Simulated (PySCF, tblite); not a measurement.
Compound: C6H9NSi.
Numbering: `[CH:1]#[C:2][SiH2:3]/[N:4]=[CH:5]\[CH:6]=[CH:7]/[CH3:8]` (hydrogens: H9 on C1; H10, H11 on Si3; H12 on C5; H13 on C6; H14 on C7; H15, H16, H17 on C8)

Computed with GFN2-xTB (tblite), gas phase: Langevin dynamics at 600 K from the optimised GFN2-xTB geometry, time step 0.5 fs, friction 0.01 fs⁻¹, 2000 steps. Over the second half of the run the saved frames average 678 K.

Frame at 250 fs, instantaneous temperature 657 K:
```
atom  x, y, z in Å
C1      4.181    1.144   -0.410
C2      3.183    0.491   -0.493
Si3     1.712   -0.608   -0.465
N4      0.365    0.416   -0.520
C5     -0.691    0.512    0.180
C6     -1.483   -0.468    1.045
C7     -2.794   -0.521    0.819
C8     -3.531   -0.051   -0.328
H9      5.131    1.615   -0.630
H10     1.882   -1.523    0.640
H11     1.355   -1.543   -1.612
H12    -1.286    1.435   -0.109
H13    -0.902   -1.199    1.636
H14    -3.296   -1.299    1.478
H15    -4.556    0.147   -0.119
H16    -2.919    0.506   -1.060
H17    -3.706   -0.890   -1.044
```

Frame at 425 fs, instantaneous temperature 750 K:
```
atom  x, y, z in Å
C1      3.689    1.528   -0.311
C2      2.794    0.757   -0.237
Si3     1.410   -0.307    0.258
N4      0.249    0.934   -0.011
C5     -0.977    0.912    0.332
C6     -1.484   -0.257    0.975
C7     -2.490   -1.000    0.660
C8     -3.482   -0.610   -0.429
H9      4.678    2.024   -0.062
H10     1.445   -0.382    1.692
H11     1.252   -1.573   -0.734
H12    -1.550    1.796    0.375
H13    -0.814   -0.588    1.810
H14    -2.773   -1.937    1.142
H15    -4.467   -0.708   -0.204
H16    -3.311    0.488   -0.635
H17    -3.385   -1.276   -1.246
```

Frame at 625 fs, instantaneous temperature 548 K:
```
atom  x, y, z in Å
C1      3.600    1.831    0.017
C2      2.745    1.151    0.482
Si3     1.279    0.237    1.377
N4      0.175    0.687    0.166
C5     -0.986    0.232   -0.053
C6     -1.598   -0.903    0.433
C7     -2.880   -1.154    0.103
C8     -3.560   -0.322   -0.803
H9      4.278    2.584   -0.207
H10     1.171    1.054    2.706
H11     1.147   -1.104    1.756
H12    -1.530    0.897   -0.677
H13    -1.026   -1.616    0.864
H14    -3.312   -2.039    0.548
H15    -3.450    0.750   -0.798
H16    -3.176   -0.528   -1.844
H17    -4.582   -0.548   -0.676
```

Frame at 800 fs, instantaneous temperature 631 K:
```
atom  x, y, z in Å
C1      3.615    1.216    0.747
C2      2.528    0.877    1.145
Si3     0.924    0.559    1.915
N4     -0.343    0.780    0.802
C5     -1.308    0.405    0.174
C6     -1.764   -0.947   -0.354
C7     -3.044   -1.356   -0.260
C8     -4.103   -0.410    0.027
H9      4.528    1.434    0.211
H10     0.718    1.400    3.141
H11     1.011   -0.845    2.157
H12    -1.945    1.145   -0.305
H13    -1.063   -1.627   -0.495
H14    -3.353   -2.390   -0.340
H15    -4.402   -0.522    1.017
H16    -3.836    0.611   -0.048
H17    -5.092   -0.578   -0.609
```

Frame at 1000 fs, instantaneous temperature 757 K:
```
atom  x, y, z in Å
C1      3.207    1.915    0.956
C2      2.012    1.903    1.298
Si3     0.391    1.292    1.796
N4     -0.789    1.557    0.528
C5     -1.671    0.694    0.289
C6     -1.708   -0.743    0.371
C7     -2.850   -1.428    0.494
C8     -4.230   -0.909    0.678
H9      4.279    2.038    0.611
H10    -0.298    1.620    3.054
H11     0.777   -0.153    1.954
H12    -2.545    1.114   -0.305
H13    -0.856   -1.322    0.302
H14    -2.803   -2.575    0.458
H15    -4.120   -0.793    1.798
H16    -4.711    0.015    0.174
H17    -4.962   -1.756    0.602
```

**Question.** What do single points at PBE0/pcSseg-1 (PySCF, gas phase) give on these frames?

**Answer.** 
| t (fs) | GFN2-xTB E above start (eV) | DFT E above lowest frame (eV) | HOMO (eV) | LUMO (eV) | dipole (D) |
| --- | --- | --- | --- | --- | --- |
| 250 | 1.24 | 0.04 | -6.72 | -1.48 | 2.19 |
| 425 | 1.45 | 0.46 | -6.78 | -1.30 | 2.94 |
| 625 | 1.38 | 0.54 | -6.70 | -2.02 | 3.91 |
| 800 | 1.21 | 0.11 | -6.25 | -1.34 | 1.82 |
| 1000 | 1.30 | 0.00 | -6.69 | -1.55 | 2.58 |

The two levels order the frames differently by energy; measured from each level's lowest frame they differ by 0.37 eV at most. The HOMO–LUMO gap runs from 4.68 to 5.48 eV. These are instantaneous structures, not minima.

**Question.** And the isotropic GIAO shieldings (ppm) from the same runs?

**Answer.** 
| atom | 250 fs | 425 fs | 625 fs | 800 fs | 1000 fs | mean | range |
| --- | --- | --- | --- | --- | --- | --- | --- |
| C1 | 83.5 | 80.4 | 90.3 | 80.4 | 71.1 | 81.1 | 19.2 |
| C2 | 95.5 | 87.1 | 92.1 | 98.7 | 95.8 | 93.8 | 11.6 |
| Si3 | 426.6 | 416.6 | 408.8 | 436.6 | 423.2 | 422.4 | 27.8 |
| N4 | -115.4 | -171.0 | -130.0 | -84.2 | -108.5 | -121.8 | 86.8 |
| C5 | -0.9 | 1.0 | 2.0 | 18.5 | 5.0 | 5.1 | 19.4 |
| C6 | 42.9 | 56.4 | 61.4 | 46.5 | 58.0 | 53.0 | 18.5 |
| C7 | 37.2 | 56.0 | 29.2 | 32.6 | 27.9 | 36.6 | 28.1 |
| C8 | 173.0 | 169.2 | 174.3 | 170.2 | 163.8 | 170.1 | 10.5 |
| H9 | 28.5 | 26.6 | 30.0 | 28.7 | 27.0 | 28.2 | 3.4 |
| H10 | 26.7 | 26.5 | 25.3 | 25.7 | 26.8 | 26.2 | 1.5 |
| H11 | 25.7 | 24.9 | 26.4 | 26.6 | 25.7 | 25.9 | 1.7 |
| H12 | 21.8 | 22.2 | 22.0 | 21.7 | 21.8 | 21.9 | 0.5 |
| H13 | 24.7 | 25.5 | 26.8 | 27.3 | 26.2 | 26.1 | 2.6 |
| H14 | 24.6 | 25.7 | 24.5 | 24.4 | 23.9 | 24.6 | 1.8 |
| H15 | 29.8 | 31.9 | 28.4 | 31.0 | 28.2 | 29.9 | 3.7 |
| H16 | 28.0 | 28.6 | 28.3 | 29.1 | 27.3 | 28.3 | 1.8 |

What follows is the cost of the whole dynamics run. On one thread of an Intel Xeon at 2.50 GHz, no GPU (shared host), this took 49 s wall and 0.18 GiB of memory at its peak.
